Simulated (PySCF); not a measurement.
Job file and geometry (Å, from GFN2-xTB) of an NMR shielding run on SMILES C=C[C@@](C)(OC)O[BH2-][PH3+], C₅H₁₄BO₂P, GIAO PBE0/pcSseg-1 NMR shielding, non-relativistic, gas phase (PySCF); density fitting, a coarse starting grid and PySCF grid level 2 are the driver's defaults:

```
$ OMP_NUM_THREADS=1 python probes_run.py task.json out

{"job": {"kind": "nmr", "xc": "PBE0", "basis": "pcSseg-1"}, "charge": 0, "multiplicity": 1}
C     -0.285188    -0.017938     2.726452
C     -0.677036     0.783405     1.756222
C     -0.665074     0.391519     0.292555
C     -1.928257    -0.433946    -0.023320
O     -0.648103     1.621790    -0.410860
C     -0.652835     1.540795    -1.815958
O      0.437943    -0.401539    -0.026944
B      1.871109     0.033224     0.105187
P      2.051821    -1.613104    -0.908058
H      0.080142    -1.010240     2.518352
H     -0.302741     0.284672     3.759080
H     -1.034277     1.784729     1.939696
H     -2.810515     0.186501     0.107311
H     -1.889715    -0.805145    -1.045013
H     -1.978172    -1.280069     0.655772
H      0.049856     0.781636    -2.175988
H     -0.335035     2.518672    -2.174259
H     -1.654521     1.320900    -2.203981
H      2.346552    -0.055895     1.187768
H      2.203389     0.978236    -0.528392
H      3.120519    -2.383768    -1.391423
H      1.317574    -1.576591    -2.067271
H      1.377809    -2.620860    -0.266847
```

Question: What does the program print?

Answer: 
```
coarse grid: 18992 points
cycle   1  E = -714.7023889586  dE =  1.106e+00  |g| = 8.550e-01  |ddm| = 4.087e+00
cycle   2  E = -714.5603439227  dE =  1.420e-01  |g| = 1.233e+00  |ddm| = 2.226e+00
cycle   3  E = -714.8497339200  dE = -2.894e-01  |g| = 1.419e-01  |ddm| = 1.565e+00
cycle   4  E = -714.8533640354  dE = -3.630e-03  |g| = 5.133e-02  |ddm| = 1.726e-01
cycle   5  E = -714.8538353975  dE = -4.714e-04  |g| = 1.862e-02  |ddm| = 5.432e-02
cycle   6  E = -714.8538963409  dE = -6.094e-05  |g| = 4.288e-03  |ddm| = 1.749e-02
cycle   7  E = -714.8539000034  dE = -3.663e-06  |g| = 5.333e-04  |ddm| = 4.185e-03
final grid: 176800 points
cycle   8  E = -714.9295787370  dE = -6.703e-05  |g| = 1.265e-02  |ddm| = 4.153e-02
cycle   9  E = -714.9295571358  dE =  2.160e-05  |g| = 1.696e-02  |ddm| = 2.031e-02
cycle  10  E = -714.9296103219  dE = -5.319e-05  |g| = 1.607e-03  |ddm| = 1.206e-02
cycle  11  E = -714.9296108785  dE = -5.567e-07  |g| = 1.979e-04  |ddm| = 1.801e-03
cycle  12  E = -714.9296108883  dE = -9.797e-09  |g| = 5.086e-05  |ddm| = 3.003e-04
cycle  13  E = -714.9296108888  dE = -4.361e-10  |g| = 2.708e-05  |ddm| = 6.739e-05
converged SCF energy = -714.9296108888

GIAO shielding tensors (ppm)
atom      isotropic    diamagn.    paramagn.     s11        s22        s33       span
  0 C       63.923     255.780    -191.857    -52.742     72.556    171.954    224.696
  1 C       33.991     257.272    -223.282    -83.651     51.149    134.474    218.125
  2 C       80.804     238.123    -157.320     59.568     82.333    100.511     40.943
  3 C      156.463     249.371     -92.908    139.049    147.268    183.072     44.023
  4 O      258.357     399.348    -140.991    187.548    258.721    328.801    141.253
  5 C      136.103     245.648    -109.546    109.887    116.716    181.705     71.817
  6 O      247.022     408.132    -161.110    179.816    237.061    324.190    144.374
  7 B      119.711     192.190     -72.479    101.964    111.283    145.885     43.921
  8 P      499.991     967.907    -467.916    464.207    480.279    555.488     91.281
  9 H       26.221      34.171      -7.950     21.821     25.656     31.186      9.364
 10 H       26.139      28.823      -2.683     23.617     25.496     29.305      5.688
 11 H       25.422      32.605      -7.182     23.208     24.151     28.909      5.701
 12 H       30.467      31.097      -0.630     26.912     27.646     36.845      9.933
 13 H       30.077      32.860      -2.783     26.955     29.033     34.244      7.289
 14 H       30.529      32.127      -1.598     27.258     29.377     34.951      7.693
 15 H       28.358      32.741      -4.383     23.685     28.848     32.541      8.856
 16 H       28.103      29.370      -1.267     24.204     25.463     34.644     10.440
 17 H       28.356      30.225      -1.870     24.161     26.204     34.702     10.541
 18 H       28.458      31.466      -3.007     25.238     28.192     31.944      6.706
 19 H       28.643      31.542      -2.899     25.719     27.836     32.373      6.653
 20 H       27.739      28.023      -0.284     22.983     23.124     37.110     14.127
 21 H       28.026      31.837      -3.812     23.334     27.395     33.348     10.014
 22 H       27.979      31.931      -3.952     23.270     27.154     33.513     10.242
```

Size and cost of the density-fitted run: 230 basis functions, 66 s wall time on 1 thread of an Arm Neoverse V1, shared host; peak memory 1.2 GiB.
